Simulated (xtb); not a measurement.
xtb input:

```bash
xtb mol.xyz --gfn 1 --opt tight --chrg 0 --uhf 0
```
mol.xyz:
```
7

Si    -0.29252783    -0.29311256     0.17118147
O     -0.70945732     1.24725980    -0.23044060
O      1.23274060    -0.71817987    -0.27687153
H     -1.18964099    -1.16135307    -0.60194466
H     -0.42947605    -0.46313278     1.63968366
H     -0.44507796     1.97137941     0.34101629
H      1.97331831    -0.47595715     0.28320117
```

Predict the final energy.

-13.58826 Eh (GFN1-xTB).
